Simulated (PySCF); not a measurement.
Computed IR spectrum (relative IR intensity) of a molecule C5H8Si. The structure is a stationary point at PBE-D3(BJ)/def2-SVP. Other conformers were not sampled. Computed with PBE-D3(BJ)/def2-SVP (PySCF). Frequencies are harmonic and unscaled.

Lines under 2 % of the strongest are left out, and lines within 2 cm⁻¹ are merged.

ν (cm⁻¹): 489 (w), 501 (vw), 556 (w), 608 (m), 642 (m), 658 (m), 694 (w), 821 (w), 881 (vs), 886 (m), 908 (m), 915 (m), 968 (w), 980 (w), 1027 (vw), 1257 (vw), 1333 (vw), 2158 (s), 2169 (s), 2181 (m), 3061 (w), 3410 (m) (against the strongest line: vs over 80 %, s over 45 %, m over 15 %, w over 4 %, vw less)

**Question.** Identify the compound among the candidates.
(A) C=C1C=CC[SiH2]1
(B) CC1=CC=C[SiH2]1
(C) C=C[SiH2]C#CC
(D) C#C[C@@H]1C[C@@H]1[SiH3]

**Answer.** D, C#C[C@@H]1C[C@@H]1[SiH3]
